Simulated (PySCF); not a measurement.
Correlation energy of Se³⁺ (selenium, charge +3)

Starting occupation: [Ar] 3d10 4s2 4p1, 4p3/2 with m_j = +3/2. Calculation: PySCF 2.14, in x2c-TZVPPall-2c (6s7p4d1f, 54 functions); X2C-1e with screened-nucleus spin-orbit coupling, Gaussian nucleus. Frozen: [Ne]; 21 electrons correlated.

MP2 pair energies summed by pair of shells (mhartree):

```
       pair  energy  share (%)
3d3/2-3d5/2  -45.73       15.2
3d5/2-3d5/2  -31.33       10.4
3d5/2-3p3/2  -30.34       10.1
4s1/2-4s1/2  -23.70        7.9
4p3/2-4s1/2  -22.08        7.3
3d3/2-3p3/2  -20.87        6.9
3d5/2-3p1/2  -16.62        5.5
3p1/2-3p3/2  -12.97        4.3
3d3/2-3d3/2  -12.89        4.3
3p3/2-3p3/2  -10.90        3.6
3d5/2-3s1/2  -10.51        3.5
3d5/2-4s1/2  -10.50        3.5
3d3/2-3p1/2  -10.13        3.4
3p3/2-3s1/2   -7.16        2.4
3d3/2-4s1/2   -6.99        2.3
3d3/2-3s1/2   -6.96        2.3
3d5/2-4p3/2   -3.99        1.3
3p1/2-3s1/2   -3.72        1.2
3p3/2-4s1/2   -3.11        1.0
3p1/2-3p1/2   -2.50        0.8
3d3/2-4p3/2   -2.49        0.8
3p1/2-4s1/2   -1.55        0.5
3s1/2-3s1/2   -1.32        0.4
3p3/2-4p3/2   -1.07        0.4
3s1/2-4s1/2   -0.73        0.2
3p1/2-4p3/2   -0.61        0.2
3s1/2-4p3/2   -0.31        0.1
```

Total MP2 correlation energy: -301.08 mhartree.

This basis was not built for core-valence correlation, so the inner-shell part is incomplete.
